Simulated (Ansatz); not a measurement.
Calculated with Ansatz (gas phase, PBE0-D4/def2-TZVP geometries, no zero-point term in ΔE). CCSD(T)/CBS is the MP2 limit (def2-TZVPP, def2-QZVPP) plus CCSD(T) − MP2 in def2-TZVPP, frozen cores. This one scheme is used for every species, atoms too. Functionals use def2-TZVPP. No spin–orbit coupling; open shells (•) take unrestricted orbitals. Spin–orbit coupling would lower the free atoms: a little for Al, C, O; clearly for Ge. For Ge outer-core shells are correlated without core-valence functions, so the limit isn't a true one: a few kJ/mol of doubt a bond, and 10 to 20 or more in all where bonds break to atoms. Scalar relativity is left out up to krypton. Each species was taken in one conformer, which may not be the lowest.

Consider the atomization: `C[O][GeH2][AlH2]` → Al• + C• + Ge• + 7 H• + O•.

CCSD(T)/CBS gives +3384.5 kJ/mol.

(1) Another level gave +3377.7 kJ/mol. Which?
A. ωB97X-V/def2-TZVPP
B. PBE/def2-TZVPP
C. PBE-D4/def2-TZVPP
D. CCSD(T)/def2-TZVPP

Largest T1 diagnostic among the species: 0.018.

Results:

(1) C. PBE-D4 3377.7, ωB97X-V 3391.2, CCSD(T)/def2-TZVPP 3308.4, PBE 3357.6 kJ/mol.

The D4 term adds +32.3 kJ/mol with B3LYP and +17.1 kJ/mol with PBE0; it sums over pairs of atoms, weighted by their polarisabilities, and B3LYP, whose exchange is more repulsive, gets the larger term. In def2-TZVPP, CCSD(T) changes the Hartree–Fock value by +857.6 kJ/mol (the triples alone add +41.3 kJ/mol) and MP2 by +863.9 kJ/mol; breaking electron pairs costs correlation energy, which Hartree–Fock lacks.

B3LYP here is the variant with VWN-RPA as its local correlation; programs differ in this.

For atomizations the MP2-based limit and the directly extrapolated one differ by several kJ/mol either way, and by 10 to 25 for some Ge, Se and Sn compounds, so smaller differences from it don't rank the levels.
